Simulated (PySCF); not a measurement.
Compound: C₃H₆F₂S₂Si.
Cartesian coordinates in Å at the PBE0-D3(BJ)/def2-SVP level; atoms count from 1:
```xyz
14
C3H6F2S2Si angstrom
F     -2.046    1.015   -1.528
C     -1.584    0.558   -0.350
F     -2.626   -0.004    0.310
C     -0.526   -0.507   -0.584
C     -0.054   -1.171    0.697
S      0.904   -0.023    1.756
Si     2.051    0.806    0.141
S      0.878    0.165   -1.552
H     -1.210    1.406    0.249
H     -0.988   -1.269   -1.234
H     -0.920   -1.488    1.297
H      0.552   -2.057    0.463
H      2.131    2.284    0.317
H      3.435    0.268    0.006
```

NICS is the negative of the GIAO shielding at a point without a nucleus: at the ring centre (0) and 1 Å above and below it (1); zz is the component along the ring normal. Level: GIAO PBE0/pcSseg-1 (PySCF, non-relativistic, gas phase) on the PBE0-D3(BJ)/def2-SVP geometry, one conformer.

Ring bond lengths (Å), with Mayer bond orders in brackets: C4–C5 1.518 (0.99), C5–S6 1.832 (0.99), S6–Si7 2.147 (0.96), Si7–S8 2.157 (0.95), S8–C4 1.833 (1.03).

Problem. What do the NICS probes read (ppm)?

Solution. 
```csv
ring,type,NICS(0),"NICS(1), two faces","NICS(1)zz, two faces",rms pucker (Å),"centre to ring atoms, mean (Å)"
C4–C5–S6–Si7–S8,5-membered ring with 2 S and Si; formal bonds all single,-9.7,-5.1 / -5.7,-5.1 / -5.6,0.22,1.57
```

Problem. What do they say, and how far can they be read as aromaticity?

Solution. 
- C4–C5–S6–Si7–S8: mean NICS(1)zz -5.4 ppm, shielded. C4, C5, Si7 have four or more neighbours; no verdict on aromaticity is drawn.

Problem. At the first NICS(1) probe listed for ring C4–C5–S6–Si7–S8, 1 Å off the ring, how large is the induced field along the normal in 7.05 T applied along it?

Solution. NICSzz × B0 = -5.1 ppm × 7.05 T = -36 μT, against the applied field.

Problem. How shielded are the nuclei of the rings and their hydrogens (means over atoms taken as equivalent)?

Solution. 
| atoms | environment | σ isotropic (ppm) | principal values of the symmetric part, first atom (ppm) |
| --- | --- | --- | --- |
| C4 | sp3 carbon bound to sulfur | 127.8 | 99.5, 136.2, 147.6 |
| C5 | sp3 carbon bound to sulfur | 144.0 | 111.2, 153.6, 167.1 |
| S6 | sulfur bonded to C and Si | 660.7 | 490.1, 631.6, 860.4 |
| Si7 | SiH2 silicon | 345.9 | 290.6, 336.7, 410.3 |
| S8 | sulfur bonded to C and Si | 618.8 | 443.5, 548.5, 864.4 |
| H10 | methine hydrogen | 27.99 | 23.8, 25.9, 34.3 |
| H11 | methylene hydrogen | 27.92 | 21.9, 26.5, 35.3 |
| H12 | methylene hydrogen | 28.57 | 22.2, 26.6, 37.0 |
| H13 | Si–H hydrogen | 25.82 | 22.3, 22.5, 32.6 |
| H14 | Si–H hydrogen | 25.87 | 21.7, 22.8, 33.2 |

Problem. How do the values depend on the level or the medium?

Solution. 
```json
{"level": "PBE0/pcSseg-1, gas", "NICS(0), C4–C5–S6–Si7–S8": "-9.7", "mean NICS(1)zz, C4–C5–S6–Si7–S8": "-5.4"}
{"level": "wB97X-D/pcSseg-1, gas", "NICS(0), C4–C5–S6–Si7–S8": "-9.4", "mean NICS(1)zz, C4–C5–S6–Si7–S8": "-4.9"}
{"level": "PBE0/pcSseg-1, IEF-PCM chloroform", "NICS(0), C4–C5–S6–Si7–S8": "-9.6", "mean NICS(1)zz, C4–C5–S6–Si7–S8": "-5.3"}
{"level": "PBE0/pcSseg-1, IEF-PCM dimethylsulfoxide", "NICS(0), C4–C5–S6–Si7–S8": "-9.6", "mean NICS(1)zz, C4–C5–S6–Si7–S8": "-5.3"}
```

The geometry is the same throughout; the continuum's cavity takes Bondi-type radii × 1.2.
